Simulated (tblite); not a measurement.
Compound: C5H11O2PSe.
Atom-mapped SMILES: `[CH2:1]=[CH:2][CH2:3][P:4](=[Se:5])([CH2:6][OH:7])[CH2:8][OH:9]` (hydrogens: H10, H11 on C1; H12 on C2; H13, H14 on C3; H15, H16 on C6; H17 on O7; H18, H19 on C8; H20 on O9)

Computed with GFN2-xTB (tblite), gas phase: L-BFGS steps from a force-field or distance-geometry start until the largest atomic force falls under 0.01 eV/Å.

Step 2: E = -819.0453 eV
```
atom  x, y, z in Å  |  force x, y, z in eV/Å
C1     -3.1304   -0.7590   -0.3544    0.516  -0.191   0.395
C2     -1.9788   -0.7677    0.3090   -0.563   0.449  -0.284
C3     -1.1160    0.4540    0.2273    0.110  -0.488   0.013
P4      0.5368    0.1176   -0.5132   -0.306  -0.167  -0.384
Se5     0.2135   -0.2627   -2.5215    0.180   0.074  -0.649
C6      1.5648    1.5595    0.0659   -0.223   0.042  -0.362
O7      0.7279    2.6644   -0.1813   -0.008  -0.024  -0.082
C8      1.4238   -1.3552    0.2045    0.044   0.056  -0.217
O9      2.5961   -1.4573   -0.5681    0.108   0.143   0.037
H10    -3.3741    0.1045   -0.9416   -0.313  -0.058  -0.176
H11    -3.8175   -1.5822   -0.3066   -0.085  -0.014  -0.131
H12    -1.7136   -1.6180    0.9142    0.287   0.049   0.132
H13    -1.5975    1.1174   -0.4911    0.186   0.229  -0.044
H14    -0.9948    0.9913    1.1508   -0.019   0.058   0.625
H15     1.7070    1.4296    1.1378    0.382   0.030   0.286
H16     2.5163    1.5992   -0.4870   -0.164  -0.036   0.192
H17     1.2218    3.4908   -0.1461    0.064  -0.045  -0.026
H18     1.7278   -1.1506    1.2219   -0.114  -0.184   0.596
H19     0.7721   -2.2292    0.1090    0.086   0.066   0.166
H20     2.7096   -2.3357   -0.9413   -0.169   0.012  -0.085
```

Step 3: E = -819.0980 eV
```
atom  x, y, z in Å  |  force x, y, z in eV/Å
C1     -3.1242   -0.7613   -0.3491   -0.481  -0.057  -0.251
C2     -1.9894   -0.7615    0.3059    0.405   0.130   0.452
C3     -1.1265    0.4516    0.2366    0.459  -0.315  -0.099
P4      0.5284    0.1123   -0.5265   -0.162  -0.139  -0.277
Se5     0.2180   -0.2622   -2.5538    0.201   0.130  -0.218
C6      1.5612    1.5646    0.0676   -0.324  -0.213  -0.385
O7      0.7246    2.6654   -0.1863    0.060  -0.002  -0.018
C8      1.4341   -1.3600    0.2082   -0.177   0.345  -0.201
O9      2.5986   -1.4532   -0.5690    0.134   0.016   0.068
H10    -3.3828    0.0956   -0.9432   -0.249  -0.039  -0.134
H11    -3.8161   -1.5772   -0.3107   -0.123  -0.160  -0.092
H12    -1.7051   -1.6116    0.9152    0.177   0.170   0.026
H13    -1.5852    1.1189   -0.4886    0.058   0.309  -0.051
H14    -0.9956    0.9887    1.1639   -0.025  -0.030   0.470
H15     1.7199    1.4302    1.1394    0.253   0.049   0.202
H16     2.5119    1.5974   -0.4814   -0.110  -0.010   0.102
H17     1.2245    3.4881   -0.1467    0.025  -0.017  -0.035
H18     1.7206   -1.1577    1.2355   -0.079  -0.154   0.408
H19     0.7748   -2.2242    0.1142    0.075  -0.068   0.126
H20     2.7032   -2.3333   -0.9428   -0.115   0.053  -0.092
```

Step 4: E = -819.1374 eV
```
atom  x, y, z in Å  |  force x, y, z in eV/Å
C1     -3.1281   -0.7626   -0.3504   -0.076  -0.054  -0.012
C2     -1.9901   -0.7570    0.3123   -0.037   0.078   0.140
C3     -1.1272    0.4471    0.2429    0.505   0.054  -0.092
P4      0.5203    0.1061   -0.5408    0.019  -0.064  -0.167
Se5     0.2247   -0.2597   -2.5818    0.198   0.156   0.056
C6      1.5529    1.5643    0.0639   -0.237  -0.330  -0.153
O7      0.7231    2.6669   -0.1904    0.012  -0.046   0.006
C8      1.4391   -1.3576    0.2089   -0.239   0.368  -0.042
O9      2.6029   -1.4509   -0.5690    0.069   0.045   0.176
H10    -3.3934    0.0876   -0.9463   -0.216   0.063  -0.160
H11    -3.8173   -1.5765   -0.3152   -0.170  -0.271  -0.059
H12    -1.6960   -1.6032    0.9159    0.141   0.060   0.094
H13    -1.5748    1.1249   -0.4873    0.048   0.219   0.081
H14    -0.9965    0.9855    1.1802    0.001  -0.163   0.187
H15     1.7335    1.4315    1.1430    0.081   0.054  -0.067
H16     2.5071    1.5959   -0.4759   -0.085  -0.010   0.004
H17     1.2268    3.4855   -0.1478    0.051   0.045  -0.034
H18     1.7135   -1.1657    1.2514   -0.089  -0.114   0.089
H19     0.7780   -2.2218    0.1201    0.099  -0.088   0.081
H20     2.6963   -2.3297   -0.9452   -0.074  -0.003  -0.128
```

Problem. Estimate the geometry and energy of step 5. (The exact step hangs on the optimiser's Hessian estimate; all steps are aligned on step 4, rigid shifts and turns removed.)

Solution. E = -819.1638 eV, largest force 0.311 eV/Å
```
atom  x, y, z in Å  |  force x, y, z in eV/Å
C1     -3.1304   -0.7648   -0.3502   -0.071  -0.013  -0.016
C2     -1.9935   -0.7521    0.3179   -0.042   0.063   0.012
C3     -1.1187    0.4462    0.2461    0.238   0.186  -0.073
P4      0.5152    0.1007   -0.5542    0.134   0.023  -0.030
Se5     0.2332   -0.2549   -2.6011    0.180   0.153   0.155
C6      1.5430    1.5579    0.0595   -0.052  -0.245  -0.004
O7      0.7219    2.6669   -0.1934    0.004  -0.014   0.016
C8      1.4386   -1.3494    0.2095   -0.207   0.167   0.072
O9      2.6069   -1.4480   -0.5653    0.008  -0.060   0.193
H10    -3.4052    0.0832   -0.9517   -0.138  -0.007  -0.075
H11    -3.8213   -1.5812   -0.3195   -0.082  -0.211  -0.027
H12    -1.6868   -1.5964    0.9185    0.074   0.050   0.092
H13    -1.5660    1.1328   -0.4841    0.081   0.133   0.194
H14    -0.9971    0.9796    1.1947    0.059  -0.233  -0.015
H15     1.7446    1.4334    1.1432   -0.065   0.019  -0.232
H16     2.5020    1.5945   -0.4720   -0.096  -0.034  -0.064
H17     1.2296    3.4847   -0.1492    0.027  -0.026  -0.034
H18     1.7065   -1.1736    1.2635   -0.106  -0.040  -0.129
H19     0.7823   -2.2215    0.1258    0.126  -0.031   0.041
H20     2.6900   -2.3275   -0.9495   -0.073   0.120  -0.077
```

The energy changes by -0.0264 eV. The first-order estimate −F·Δx gives -0.0381 eV and the mean of the old and new forces, exact on a quadratic surface, -0.0264 eV. The step makes an angle of 47° with the force vector and moves no atom by more than 0.022 Å.

The cost below is that of the whole relaxation. The run took 4.8 s of wall time on one thread of an AMD EPYC 7R43, no GPU, on a shared host.
